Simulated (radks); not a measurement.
Ionisation of the neon ion Ne+, [He] 2s2 2p5, to [He] 2s2 2p4 as the strength of local exchange is varied. Calculated with a radial shooting solver on a logarithmic mesh with Libxc functionals: scalar-relativistic Kohn-Sham, Slater X-alpha exchange (alpha = 2/3 is LDA exchange), no correlation, spin-polarised, spherical densities, finite nucleus; open shells are filled with parallel spins first; Fermi nuclear charge, rms radius 3.0055 fm.

[
 {"alpha": "0.625", "E(Ne+) (hartree)": "-126.22959", "exchange (hartree)": "-9.76979", "IE (eV)": "38.611", "-e of the level emptied (eV)": "28.640 (2p)", "<r> of it (bohr)": "0.9068"},
 {"alpha": "0.667", "E(Ne+) (hartree)": "-126.88759", "exchange (hartree)": "-10.47160", "IE (eV)": "39.532", "-e of the level emptied (eV)": "29.530 (2p)", "<r> of it (bohr)": "0.8996"},
 {"alpha": "0.791", "E(Ne+) (hartree)": "-128.84690", "exchange (hartree)": "-12.57665", "IE (eV)": "42.323", "-e of the level emptied (eV)": "32.235 (2p)", "<r> of it (bohr)": "0.8791"},
 {"alpha": "0.902", "E(Ne+) (hartree)": "-130.62182", "exchange (hartree)": "-14.50280", "IE (eV)": "44.906", "-e of the level emptied (eV)": "34.757 (2p)", "<r> of it (bohr)": "0.8617"},
 {"alpha": "0.917", "E(Ne+) (hartree)": "-130.86320", "exchange (hartree)": "-14.76611", "IE (eV)": "45.262", "-e of the level emptied (eV)": "35.105 (2p)", "<r> of it (bohr)": "0.8594"},
 {"alpha": "1.012", "E(Ne+) (hartree)": "-132.40033", "exchange (hartree)": "-16.45047", "IE (eV)": "47.546", "-e of the level emptied (eV)": "37.347 (2p)", "<r> of it (bohr)": "0.8453"}
]

NIST Atomic Spectra Database: 40.963 eV (measured). The Delta-SCF value meets it near alpha = 0.73. Open shells are spherical and high-spin; term and fine-structure splittings are not resolved.
